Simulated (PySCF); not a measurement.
Chemical shifts up a ladder of levels: MeOCOCH(CF3)2 (C5H4F6O2)

System: MeOCOCH(CF3)2 (C5H4F6O2), SMILES COC(=O)C(C(F)(F)F)C(F)(F)F.

Atom-mapped SMILES (hydrogens are numbered by the atom that bears them): [CH3:1][O:2][C:3](=[O:4])[CH:5]([C:6]([F:7])([F:8])[F:9])[C:10]([F:11])([F:12])[F:13]

GIAO shifts in ppm, gas phase, PySCF SCF with an in-house response code; 1H, 13C and 29Si against isolated TMS and 19F against isolated CFCl3 at the same level and kind of geometry; averaged over atoms that symmetry or fast rotation interchanges.

```tsv
atom	KT3/pcSseg-1 on GFN2-xTB	KT3/pcSseg-2 on PBE0-D3(BJ)
C1	54.8	54.5
C3	154.1	158.1
C5	60.1	57.7
C6/10	128.5	129.5
F7/8/9/11/12/13	-96.1	-93.3
H on 1	4.04	3.70
H on 5	3.71	3.68
```

Q: What are the shifts at PBE0/pcSseg-2 on PBE0-D3(BJ)?

A: 
```
           atom  shift / ppm
             C1         55.0
             C3        169.8
             C5         59.5
          C6/10        131.1
F7/8/9/11/12/13        -75.0
         H on 1         3.70
         H on 5         3.61
```
